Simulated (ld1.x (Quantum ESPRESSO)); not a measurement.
# How hard is this aluminium (Al) ultrasoft potential?

ld1.x (Quantum ESPRESSO) 7.5 input, shortened:

```
&input
   title='Al', zed=13., rel=1, dft='PW91', iswitch=3,
   config='[Ne] 3s2 3p0.5'
 /
 &inputp
   pseudotype=3, tm=.true., lloc=-1, rcloc=1.95,
   nlcc=.true., new_core_ps=.true.
 /
4
3S  1  0   2.00   0.00  1.70  2.30  0.0
3S  1  0   0.00   0.05  1.70  2.30  0.0
3P  2  1   0.50   0.00  1.80  2.20  0.0
3P  2  1   0.00   0.45  1.80  2.20  0.0
 &test
   configts(1)='3s2 3p0.5'
 /
```

The pseudo-atom Hamiltonian at the reference potential is diagonalised in spherical Bessel functions j_l(qr) that vanish at 20 bohr, with q² up to the cutoff. All-electron valence levels (Ry): 3s -0.8188, 3p -0.4220.

Task: How do the lowest levels (Ry) of each channel move with the cutoff, and are there ghosts?

Result:

```
cutoff (Ry)     s #1     s #2     p #1     d #1    f #1    f #2  Σ f·Δε (mRy)
          8  -0.8187  -0.1473  -0.4218  -0.0676  0.0352  0.1344           0.3
         10  -0.8188  -0.1473  -0.4219  -0.0677  0.0352  0.1344           0.2
        400  -0.8188  -0.1473  -0.4221  -0.0678  0.0352  0.1344           0.0
```

Result: no extra level below or beside the all-electron valence levels (s, p, d, f tested); 10 mRy is reached at 6 Ry and 1 mRy at 6 Ry.
